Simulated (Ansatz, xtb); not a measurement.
CH8BNSe: 5 structures ranked

5 gas-phase structures of CH8BNSe, found in a search over its isomers (lower ones may exist). Each was relaxed with GFN2-xTB; where two conformers were screened, the lower at r2SCAN-D4/def2-SVP is listed:

A. `[BH3-][NH2+]C[SeH]`, a singlet
B. `C[Se][BH2-][NH3+]`, a singlet
C. `C[B@H-]([NH3+])[SeH]`, a singlet
D. `[NH3+][BH2-]C[SeH]`, a singlet
E. `C[NH2+][BH2-][SeH]`, a singlet

Problem. Which do you expect lowest at r2SCAN-D4/def2-SVP, and how would the others follow?

Solution. Calculated order at r2SCAN-D4/def2-SVP: C (0.0), B (7.7), E (8.0), D (15.6), A (34.8) kcal/mol. Less than 1 kcal/mol parts B and E, so the order within that pair means little.

Energies above the lowest of each column, in kcal/mol; the last columns are at PBE0-D3(BJ)/def2-SVP geometries and were run for some of them only (a dash: not run or not comparable):

```
structure  GFN2-xTB  HF/STO-3G  r2SCAN-D4/def2-SVP  PBE0-D3(BJ)/def2-SVP  CCSD(T)/def2-SVP + ΔMP2/def2-TZVPP
        C       6.4        0.0                 0.0                   0.0                                 0.0
        B       7.0        0.7                 7.7                  11.5                                10.0
        E       0.0        3.1                 8.0                  11.3                                12.1
        D      18.7       13.9                15.6                  19.7                                   –
        A      21.2       28.9                34.8                     –                                   –
```

CCSD(T)/def2-SVP + ΔMP2/def2-TZVPP puts C lowest of those it was run on; GFN2-xTB picks E. Some further structures that were screened fall inside this span and aren't listed. Flexible structures stand in one conformer each, not always the lowest. Frequencies (PBE0-D3(BJ)/def2-SVP) were run for B, C, E alone. The ΔMP2 step shifts differences by up to 3.8 kcal/mol, which makes them less sure. ΔMP2 is the change of the MP2 energy from the smaller to the larger basis.

Over these structures GFN2-xTB departs from r2SCAN-D4/def2-SVP by 6.6 kcal/mol on average once a common shift is removed. A GFN2-xTB relaxation took about 0.06 s and the r2SCAN-D4/def2-SVP energy about 1.3 s on a shared host (Ansatz 0.2.0, xtb 6.7.1).
